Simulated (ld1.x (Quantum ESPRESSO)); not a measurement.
**Transferability test, RRKJ potential for Cr (Z = 24)**

```json
{"Element": "Cr", "Generator": "ld1.x (Quantum ESPRESSO) 7.5", "Type": "norm-conserving RRKJ (Kleinman–Bylander form)", "Functional": "PBE", "Relativity": "scalar-relativistic", "Frozen core": "[Ar]", "Valence charge": "6", "Reference configuration": "3d5 4s1 4p0", "Partial waves": "4p (bound, empty): rc 3.70 bohr; 3d (bound): rc 1.05 bohr; 4s (bound): rc 2.35 bohr", "Local potential": "the s channel", "Core correction": "a·sin(br)/r model core, default radius (core density twice the valence density)", "rho0": "0.01"}
```

Energies are relative to the spin-unpolarised reference configuration 3d5 4s1 4p0; without spin polarisation the order of configurations can differ from experiment.

```tsv
valence configuration	charge	ΔE all-electron (eV)	error AE − PS (meV)
3d5 4s0 4p0	+1	6.901	-24
3d3 4s0 4p0	+3	53.702	-1481
3d6 4s0 4p0	0	1.732	-102
3d5.5 4s0.5 4p0	0	0.726	-32
3d5 4s0 4p1	0	3.121	-6.3
```

**Question.** What are ΔE and the potential's error for 3d4 4s2 4p0?

**Answer.** ΔE = -0.100 eV all-electron; the error (AE − PS) is -245 meV.

**Question.** What are ΔE and the potential's error for 3d4 4s0 4p0?

**Answer.** ΔE = 22.953 eV all-electron; the error (AE − PS) is -221 meV.

Levels in the configuration 3d6 4s0 4p0:

```json
{"level": "3d", "all-electron (eV)": "-1.333", "pseudo (eV)": "-1.315"}
```
